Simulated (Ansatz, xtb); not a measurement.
## C7H8Si: which of two isomers lies lower

Structure a is `C#CC1=C[Si@H](C)C=C1`, a singlet and structure b is `C#C[Si@@H]1C=CC=C1C`, a singlet. Both are isolated molecules in the gas phase, relaxed with PBE0-D3(BJ)/def2-SVP.

Problem. Estimate which is lower in electronic energy at CCSD(T)/def2-SVP + ΔMP2/def2-TZVPP, and by roughly how much.

Solution. The CCSD(T)/def2-SVP + ΔMP2/def2-TZVPP calculation puts structure b lower, by 0.070 eV.

Level by level:

```tsv
level	geometry	E(b) − E(a) (eV)	departure from the last row (eV)	job, with rough time for the two
GFN2-xTB	GFN2-xTB	+0.074	+0.144	optimisation, 0.16 s
HF/STO-3G	GFN2-xTB	−0.090	−0.021	single point, 0.36 s
r2SCAN-D4/def2-SVP	GFN2-xTB	+0.039	+0.109	single point, 3.5 s
PBE0-D3(BJ)/def2-SVP	PBE0-D3(BJ)/def2-SVP	+0.012	+0.081	optimisation, 37 s
HF/def2-SVP	PBE0-D3(BJ)/def2-SVP	−0.117	−0.047	part of the CCSD(T) run
MP2/def2-SVP	PBE0-D3(BJ)/def2-SVP	−0.021	+0.048	part of the CCSD(T) run
CCSD(T)/def2-SVP	PBE0-D3(BJ)/def2-SVP	−0.051	+0.018	single point
CCSD(T)/def2-SVP + ΔMP2/def2-TZVPP	PBE0-D3(BJ)/def2-SVP	−0.070		single point, 82 s
```

As drawn, both hold the same kinds of bond in the same numbers.

GFN2-xTB, r2SCAN-D4/def2-SVP put the two in the other order. PBE0-D3(BJ)/def2-SVP, MP2/def2-SVP find them nearly level. The largest departure from CCSD(T)/def2-SVP + ΔMP2/def2-TZVPP is that of GFN2-xTB, 0.144 eV. The last row adds to CCSD(T) the change of the MP2 difference between the two basis sets, here −0.018 eV.

With thermal terms from frequencies at re-optimised GFN2-xTB minima (ideal gas, soft modes damped towards free rotors, one conformer each, 298.15 K, 1 atm): the zero-point term adds +0.017 eV; ΔH is −0.051 and ΔG −0.056 eV.

The correlated steps freeze 12 core orbitals. Codes used: Ansatz 0.2.0, xtb 6.7.1; the last row on 4 threads of Arm Neoverse V2 on a shared host.
